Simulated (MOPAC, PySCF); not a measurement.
C2H2ClF, SMILES `F/C=C/Cl`, neutral singlet in the gas phase. 

Z-matrix (Å, degrees):
```
C
C 1 1.3203
F 2 1.3329 1 120.68
H 1 1.0815 2 122.63 3 0.00
H 2 1.0830 1 125.50 4 -180.00
Cl 1 1.7126 4 115.98 2 -180.00
```
Charge 0, multiplicity 1.

All levels are single points at this geometry (PBE0-D4/def2-TZVP); Pople sets use spherical d functions. Orbital energies aren't observables, and empty levels follow the basis.

PBE0-D4/def2-TZVP in PySCF gives dipole (D) = 0.16.

### Question
Estimate the dipole (D) from each of these levels: B3LYP-D3(BJ)/def2-TZVP in PySCF; B3LYP/6-311+G** in PySCF; B3LYP/6-31G* in PySCF; B3LYP/LANL2DZ in PySCF; BP86/6-31G* in PySCF; HF/6-31G* in PySCF; AM1 in MOPAC; PM3 in MOPAC.

### Answer

```tsv
level	dipole (D)
B3LYP-D3(BJ)/def2-TZVP in PySCF	0.16
B3LYP/6-311+G** in PySCF	0.21
B3LYP/6-31G* in PySCF	0.34
B3LYP/LANL2DZ in PySCF	0.27
BP86/6-31G* in PySCF	0.42
HF/6-31G* in PySCF	0.31
AM1 in MOPAC	0.35
PM3 in MOPAC	0.61
```
